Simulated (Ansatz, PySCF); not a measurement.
Molecule: CaOFH, net charge 0, singlet state. SMILES: [OH][Ca][F]
Structure (B3LYP-D3(BJ)/def2-TZVP (Ansatz, an electronic-structure program) minimum search):
```xyz
4

Ca     0.1682     0.0397     0.1078
F      0.8960     0.7950    -1.6210
O     -1.1916    -0.8368     1.3266
H     -1.8956    -1.2539     1.8195
```
Charge 0, spin multiplicity 1.

Quantity: vertical triplet-singlet gap, E(triplet) - E(singlet), in eV. Conventions: non-relativistic; dispersion terms only where a functional's name holds one; UHF or UKS for open shells; frozen cores in correlated levels (noble-gas shells and the d and f shells of earlier blocks; the outer core of K, Ca and congeners matters and is frozen too); six Cartesian d functions in 6-31G* and its kin unless marked 5d; each state is the SCF solution reached for its charge and spin; 6-311+G** with 5d; LANL2DZ with its own core potentials from Na on; no spin-orbit coupling. First-principles rows: single points at B3LYP-D3(BJ) geometries (Ansatz). Levels can end on unlike triplets.

```json
[
 {"level": "HF/6-31G* with LANL2DZ past Ar", "program": "Ansatz", "vertical triplet-singlet gap, E(triplet) - E(singlet) (eV)": "3.34"},
 {"level": "PBE/6-31G* with LANL2DZ past Ar", "program": "Ansatz", "vertical triplet-singlet gap, E(triplet) - E(singlet) (eV)": "3.51"},
 {"level": "PBE/6-311+G**", "program": "Ansatz", "vertical triplet-singlet gap, E(triplet) - E(singlet) (eV)": "4.71"},
 {"level": "B3LYP/STO-3G", "program": "Ansatz", "vertical triplet-singlet gap, E(triplet) - E(singlet) (eV)": "1.95"},
 {"level": "B3LYP/3-21G", "program": "Ansatz", "vertical triplet-singlet gap, E(triplet) - E(singlet) (eV)": "3.20"},
 {"level": "B3LYP/6-311+G**", "program": "Ansatz", "vertical triplet-singlet gap, E(triplet) - E(singlet) (eV)": "4.99"},
 {"level": "M06-2X/6-31G* with LANL2DZ past Ar (5d)", "program": "PySCF", "vertical triplet-singlet gap, E(triplet) - E(singlet) (eV)": "4.37"},
 {"level": "MP2/6-31G* with LANL2DZ past Ar", "program": "Ansatz", "vertical triplet-singlet gap, E(triplet) - E(singlet) (eV)": "4.68"},
 {"level": "MP2/6-311+G**", "program": "Ansatz", "vertical triplet-singlet gap, E(triplet) - E(singlet) (eV)": "5.46"},
 {"level": "PBE/def2-TZVPD", "program": "Ansatz", "vertical triplet-singlet gap, E(triplet) - E(singlet) (eV)": "4.70"},
 {"level": "B3LYP/def2-TZVPD", "program": "Ansatz", "vertical triplet-singlet gap, E(triplet) - E(singlet) (eV)": "4.99"},
 {"level": "wB97M-V/def2-TZVPD", "program": "Ansatz", "vertical triplet-singlet gap, E(triplet) - E(singlet) (eV)": "5.36"}
]
```

No value to compare with is used here. The 9 habitual levels span 1.95 (B3LYP/STO-3G) to 5.46 eV (MP2/6-311+G**); wB97M-V/def2-TZVPD gives 5.36.

The levels are drawn from those run, B3LYP/6-31G* more often than the rest, none by its result; left out are runs that failed, that the program found above a lower state of the same kind, or whose <S^2> lies over 0.5 above the pure value.
